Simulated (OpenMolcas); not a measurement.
**Cl³⁺: Slater's ratio, the spin-orbit constant, worked from levels**

```
Program             : OpenMolcas
Basis               : ANO-R2 [5s4p3d1f]
Scalar Hamiltonian  : X2C, finite nucleus
Active space        : 2 electrons in 3 orbitals (3p)
State averaging     : 2S+1 = 3 even, 3 roots; 2S+1 = 1 even, 6 roots
Spin-orbit coupling : state interaction with AMFI integrals over the reference wave functions, term energies averaged over their components
```

Methods: CASSCF; SS-CASPT2, IPEA 0.25 Eh, imaginary shift 0.1 Eh (closed shells correlated: 2s 2p 3s). Measured levels: Moore, Atomic Energy Levels, vol. I, NSRDS-NBS 35 (1971 reprint of NBS Circular 467, 1949).

**Slater's ratio.** With one set of orbitals, p2 has 1D - 3P = 6 F2 and 1S - 1D = 9 F2 (F2 = F²/25), a ratio of 3/2. Term energies are centres of gravity, weighted by 2J + 1.

```json
{"Source": "CASSCF", "1D - 3P": "15969", "1S - 3P": "39712", "F2 from the first": "2662", "Ratio": "1.487"}
{"Source": "SS-CASPT2", "1D - 3P": "13005", "1S - 3P": "32439", "F2 from the first": "2168", "Ratio": "1.494"}
{"Source": "measured", "1D - 3P": "12857", "1S - 3P": "31641", "F2 from the first": "2143", "Ratio": "1.461"}
```

Energies in cm-1. A ratio away from 3/2 shows effects beyond one configuration with one set of orbitals, and in heavier atoms second-order spin-orbit shifts.

**The spin-orbit constant.** For the Hund term 3P of p2, E(J) = (A/2) J(J+1) + constant and ζ = 2S·A = 2A. From J = 0 to J = 2 the energy changes by 3 A.

```json
{"Source": "CASSCF", "E(2) - E(0)": "1249.2", "A": "416.4", "ζ": "833"}
{"Source": "SS-CASPT2", "E(2) - E(0)": "1251.4", "A": "417.1", "ζ": "834"}
{"Source": "measured", "E(2) - E(0)": "1341.0", "A": "447.0", "ζ": "894"}
```

All in cm-1. SS-CASPT2 is off by -6.7 % and CASSCF by -6.8 %. Both methods take the spin-orbit matrix elements from the reference wave functions, so the second can move ζ only through the term energies and any multistate remixing. Second-order mixing with other terms is absorbed into this ζ.

Term energies are means over components that CASPT2 splits; among the terms shown or strongly mixed into the levels shown the widest spread is 120 cm-1 (3s2 3p2 1D, SS-CASPT2). With the s shell closed, the reference lacks s² → p² mixing. Measured partners are found by configuration, term and J. A level has none where our copy of the source lacks it or the pairing is in doubt (some pairs that miss far off the trend of their configuration count as doubtful), and it then counts in no deviation. Levels of configurations outside the active space are missing.
